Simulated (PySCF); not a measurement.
# Shieldings and the share of exact exchange

Molecule: `N[SiH2]S[SiH2]P`, H$_{8}$NPSSi$_{2}$.

Structure with atom numbers: `[NH2:1][SiH2:2][S:3][SiH2:4][PH2:5]` (H(Xn): hydrogen on atom n).

GIAO shieldings (ppm, equivalent atoms averaged) in PySCF 2.14.0 with density-fitted response routines on the PBE0-D3(BJ)/def2-SVP geometry, basis pcSseg-1, gas phase, non-relativistic:

```tsv
functional	exact exchange (%)	σ(N1)	σ(Si4)	σ(Si2)	σ(S3)
BLYP	0	230.2	339.1	349.2	651.5
BP86	0	233.7	350.9	357.1	669.7
PBE	0	234.3	353.0	357.9	671.6
B3LYP	20	235.5	353.2	362.1	683.0
PBE0	25	240.4	369.9	373.9	709.1
mPW1PW91	25	239.6	367.8	372.8	708.2
HF	100	249.8	412.4	418.8	783.6
```

Q: Fit each shielding as a line in the percentage of exact exchange.

A: σ(N1) = 233.5 + 0.17 x (rms 1.9 ppm); σ(Si4) = 347.9 + 0.65 x (rms 5.6 ppm); σ(Si2) = 354.6 + 0.64 x (rms 3.6 ppm); σ(S3) = 667.6 + 1.20 x (rms 9.4 ppm). The functionals also differ in their semilocal parts, which the line can't hold; Hartree–Fock has no correlation at all.

Q: What does the line predict for BHandHLYP (50 %), and what does the run give?

A: σ(N1): 242.0 predicted, 241.8 computed; σ(Si4): 380.4 predicted, 374.3 computed; σ(Si2): 386.6 predicted, 382.0 computed; σ(S3): 727.6 predicted, 722.5 computed ppm.
